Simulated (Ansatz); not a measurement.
TiS₂⁻, 3 atoms. Hardware: 4 threads of Arm Neoverse V2 on a shared host.

Correlated methods freeze 15 core orbitals; core or outer-core shells of Ti are correlated, in sets that lack core-valence functions. In CCSD on the charge -1 doublet the largest single amplitude is 0.28, so its Hartree–Fock determinant may place the open shell otherwise than the density functionals do.

How many basis functions does each of these Ansatz runs have, and roughly what does it cost? PBE with 10 % exact exchange/def2-TZVPD, charge -1 doublet, energy, from earlier orbitals; PBE with 15 % exact exchange/def2-TZVPD, charge -1 doublet, energy, from earlier orbitals; HF/STO-3G, charge -1 quartet, energy; PBE with 5 % exact exchange/def2-TZVPD, charge -1 quartet, energy, from earlier orbitals; PBE-D4/def2-TZVPD, charge 0 singlet at the geometry of the charge -1 doublet, energy, from earlier orbitals; PBE-D4/def2-SVPD, charge -1 doublet, energy, from earlier orbitals; r2SCANh-D4/def2-TZVPD, charge -1 quartet, energy, from earlier orbitals; HF/STO-3G, charge -1 doublet, energy; CCSD(T)/def2-TZVPPD, charge 0 singlet at the geometry of the charge -1 doublet, energy, from earlier orbitals; CCSD(T)/def2-TZVPPD, charge -1 doublet, energy, from earlier orbitals; PBE0-D4/def2-TZVPD, charge 0 singlet at the geometry of the charge -1 doublet, energy, from earlier orbitals; CCSD(T)/def2-TZVPPD, charge -1 quartet, energy, from earlier orbitals.

Other jobs shared the machine, so times can vary by a factor of up to 3. A dash marks memory too small to be measured apart from the calling script's.

```tsv
run	functions	fitting or Cholesky vectors	wall time	peak host memory (GiB)
HF/STO-3G, charge -1 doublet, energy	36	435	0.2 s	–
HF/STO-3G, charge -1 quartet, energy	36	435	0.3 s	–
PBE-D4/def2-TZVPD, charge 0 singlet at the geometry of the charge -1 doublet, energy, from earlier orbitals	140	1012	1.1 s	–
PBE-D4/def2-SVPD, charge -1 doublet, energy, from earlier orbitals	88	916	1.5 s	–
PBE0-D4/def2-TZVPD, charge 0 singlet at the geometry of the charge -1 doublet, energy, from earlier orbitals	140	1120	1.7 s	–
PBE with 10 % exact exchange/def2-TZVPD, charge -1 doublet, energy, from earlier orbitals	140	1027	3.7 s	–
PBE with 15 % exact exchange/def2-TZVPD, charge -1 doublet, energy, from earlier orbitals	140	1063	4.9 s	–
CCSD(T)/def2-TZVPPD, charge -1 doublet, energy, from earlier orbitals	169	1058	23 s	1.7
PBE with 5 % exact exchange/def2-TZVPD, charge -1 quartet, energy, from earlier orbitals	140	1012	26 s	0.6
CCSD(T)/def2-TZVPPD, charge 0 singlet at the geometry of the charge -1 doublet, energy, from earlier orbitals	169	1058	36 s	0.81
CCSD(T)/def2-TZVPPD, charge -1 quartet, energy, from earlier orbitals	169	1058	46 s	2.1
r2SCANh-D4/def2-TZVPD, charge -1 quartet, energy, from earlier orbitals	140	1027	78 s	0.7
```
